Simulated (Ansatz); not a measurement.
CH4AlGeI (`[I][Al]1[CH2][GeH2]1`), relaxed with RKS PBE-D4/def2-SVP in Ansatz from a rough embedded geometry. The force threshold is 0.03 eV/Å; the program also tests the step.

Charge 0, multiplicity 1. I: def2 effective core potential.

Start:

```xyz
8

I     0.711   -0.270   -3.678
Al   -0.088   -0.380   -1.281
C     0.396   -0.773    0.530
Ge   -0.540    0.832    0.878
H     1.481   -0.703    0.787
H    -0.112   -1.670    1.001
H    -2.066    0.782    1.076
H     0.218    2.183    0.686
```

```csv
step,energy (eV),largest force (eV/Å),largest move (Å)
1,-72293.5836,2.305,0.000
2,-72294.1814,1.233,0.195
3,-72294.4189,0.953,0.195
4,-72294.4955,0.368,0.124
5 (rejected),-72294.4356,0.664,0.200
6,-72294.5237,0.095,0.098
7,-72294.5276,0.077,0.053
8,-72294.5289,0.054,0.038
9,-72294.5304,0.063,0.033
10,-72294.5309,0.043,0.027
11,-72294.5311,0.023,0.025
```

End:

```xyz
8

I     0.578   -0.696   -3.778
Al    0.147   -0.160   -1.390
C     0.474   -0.752    0.437
Ge   -0.665    0.997    0.531
H     1.471   -0.686    0.918
H    -0.059   -1.646    0.823
H    -2.043    0.790    1.222
H     0.097    2.153    1.238
```

Hardware: 4 threads of a server CPU on a shared host. Wall time 18 s, peak host memory 0.17 GiB.
